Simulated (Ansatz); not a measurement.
C22H13BN4OS⁻, that is S-phenylphenoxathiinium tetracyanoborate with one electron more. Charge -1, multiplicity 2. Geometry PBE-D4/def2-SVP, that of the neutral singlet; atoms count from 1.

```xyz
42

N     1.095   -6.091    2.354
C     0.991   -5.029    1.870
B     0.850   -3.593    1.216
C    -0.072   -2.603    2.078
N    -0.717   -1.776    2.607
C     0.194   -3.643   -0.246
N    -0.285   -3.524   -1.312
C     2.253   -2.841    1.048
N     3.205   -2.172    0.901
C     1.349    1.253   -4.145
C     1.267    2.169   -3.082
C     0.915    1.730   -1.797
C     0.653    0.365   -1.611
S     0.182   -0.327   -0.002
C    -1.582   -0.052    0.044
C    -2.404   -1.034   -0.534
C    -3.786   -0.829   -0.574
C    -4.337    0.347   -0.033
C    -3.516    1.312    0.557
C    -2.126    1.117    0.606
O    -1.401    2.100    1.221
C    -0.102    1.930    1.602
C     0.411    2.889    2.494
C     1.730    2.788    2.946
C     2.555    1.729    2.525
C     2.061    0.769    1.637
C     0.738    0.884    1.171
C     0.739   -0.573   -2.654
C     1.086   -0.109   -3.932
H     1.627    1.606   -5.149
H     1.480    3.235   -3.251
H     0.861    2.438   -0.956
H    -1.951   -1.948   -0.951
H    -4.434   -1.593   -1.027
H    -5.424    0.509   -0.061
H    -3.926    2.229    1.005
H    -0.258    3.695    2.825
H     2.116    3.542    3.648
H     3.587    1.645    2.892
H     2.689   -0.076    1.307
H     0.530   -1.640   -2.471
H     1.157   -0.827   -4.764
```

Single mean-field runs in def2-TZVP are fitted with def2-universal-jkfit. The highest occupied level of the charge -1 doublet lies above zero (up to 0.04 eV). By energy differences its removal costs 1.20 eV (vertical, to the charge 0 singlet, at PBE0-D4/def2-TZVP); self-interaction error and the lack of diffuse functions both raise the level.

Estimate the Mulliken populations of the heavy atoms from the PBE0/def2-TZVP orbitals of Ansatz.


| atom | charge (e) | spin (α − β) |
| --- | --- | --- |
| N1 | -0.08 | 0.00 |
| C2 | -0.23 | 0.00 |
| B3 | 0.26 | 0.00 |
| C4 | -0.19 | 0.00 |
| N5 | -0.09 | 0.00 |
| C6 | -0.12 | 0.00 |
| N7 | -0.17 | 0.00 |
| C8 | -0.15 | 0.00 |
| N9 | -0.14 | 0.00 |
| C10 | -0.17 | 0.24 |
| C11 | -0.12 | -0.08 |
| C12 | -0.22 | 0.15 |
| C13 | 0.15 | 0.07 |
| S14 | 0.01 | 0.13 |
| C15 | 0.13 | 0.11 |
| C16 | -0.17 | 0.06 |
| C17 | -0.18 | -0.01 |
| C18 | -0.09 | 0.14 |
| C19 | -0.28 | -0.06 |
| C20 | 0.27 | 0.09 |
| O21 | -0.21 | -0.01 |
| C22 | 0.29 | 0.06 |
| C23 | -0.29 | 0.00 |
| C24 | -0.06 | 0.02 |
| C25 | -0.21 | 0.06 |
| C26 | -0.12 | -0.02 |
| C27 | 0.05 | 0.04 |
| C28 | -0.23 | 0.13 |
| C29 | -0.14 | -0.06 |
Mulliken values and Mayer orders depend strongly on the basis.

Where does the spin sit?

Summed by element: N 0.00, C 0.92, B 0.00, S 0.13, O -0.01, H -0.04, of 1 unpaired in all. Largest on single atoms: C10 0.24, C12 0.15, C18 0.14.

And the Mayer bond orders between bonded heavy atoms (over 0.3)?

N1–C2 3.08 (1.17 Å); C2–B3 0.91 (1.58 Å); B3–C4 0.88 (1.60 Å); B3–C6 0.87 (1.60 Å); B3–C8 0.88 (1.60 Å); C4–N5 2.97 (1.17 Å); C6–N7 2.87 (1.17 Å); C8–N9 2.93 (1.17 Å); C10–C11 1.34 (1.41 Å); C10–C29 1.34 (1.40 Å); C11–C12 1.49 (1.40 Å); C12–C13 1.27 (1.40 Å); C13–S14 1.06 (1.81 Å); C13–C28 1.24 (1.41 Å); S14–C15 0.84 (1.79 Å); S14–C27 0.94 (1.78 Å); C15–C16 1.23 (1.41 Å); C15–C20 1.28 (1.41 Å); C16–C17 1.50 (1.40 Å); C17–C18 1.32 (1.41 Å); C18–C19 1.40 (1.40 Å); C19–C20 1.41 (1.41 Å); C20–O21 1.01 (1.37 Å); O21–C22 1.06 (1.37 Å); C22–C23 1.35 (1.41 Å); C22–C27 1.25 (1.41 Å); C23–C24 1.44 (1.40 Å); C24–C25 1.33 (1.41 Å); C25–C26 1.46 (1.40 Å); C26–C27 1.29 (1.41 Å); C28–C29 1.51 (1.40 Å).
